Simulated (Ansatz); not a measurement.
`[F][Sn]([SiH3])([Cl])[Cl]` → `[SiH3]`• + `[F][Sn]([Cl])[Cl]`•  (homolysis of the Si–Sn bond)

Computed with Ansatz on PBE0-D4/def2-TZVP structures; ΔE is electronic, products minus reactants. CCSD(T)/CBS is the MP2 limit (def2-TZVPP, def2-QZVPP) plus CCSD(T) − MP2 in def2-TZVPP, frozen cores. This one scheme is used for every species. Functionals use def2-TZVPP. HSE06 is defined as in plane-wave codes. No spin–orbit coupling; open shells (•) take unrestricted orbitals. def2 core potentials past Kr. For Sn outer-core shells are correlated without core-valence functions, which leaves a few kJ/mol of doubt a bond.

CCSD(T)/CBS gives +295.5 kJ/mol.

Question: Another level gave +205.7 kJ/mol. Which?
A. r2SCAN-D4/def2-TZVPP
B. HSE06-D4/def2-TZVPP
C. HF/def2-TZVPP
D. LDA (SPW92)/def2-TZVPP

Answer: C. HF/def2-TZVPP 205.7, r2SCAN-D4 256.6, HSE06-D4 270.7, LDA (SPW92) 296.8 kJ/mol.

Question: What do rigid-rotor, harmonic-oscillator terms from PBE0-D4/def2-TZVP frequencies (298.15 K, 1 bar) make of the CCSD(T)/CBS value? (An estimate is asked.)

Answer: Ansatz gave: ΔZPE = -10.6 kJ/mol, ΔH = +286.5 kJ/mol, ΔS = 152 J/(mol·K), ΔG = +241.3 kJ/mol. Open shells count their whole term as degenerate.

Largest T1 diagnostic among the species: 0.016.

In def2-TZVPP, CCSD(T) changes the Hartree–Fock value by +74.2 kJ/mol (the triples alone add +4.9 kJ/mol) and MP2 by +82.6 kJ/mol; breaking electron pairs costs correlation energy, which Hartree–Fock lacks. Leaving LDA and LC-ωPBE aside and taking each functional with its dispersion term where it has one, the values, not all of them listed here, spread over 44.9 kJ/mol, from BLYP-D4 to ωB97X-V. LDA lies +45.3 kJ/mol from PBE without D4, its usual overbinding. From BLYP to BHLYP (50 % exact exchange), in def2-TZVPP and without D4, ΔE moves by +30.6 kJ/mol.
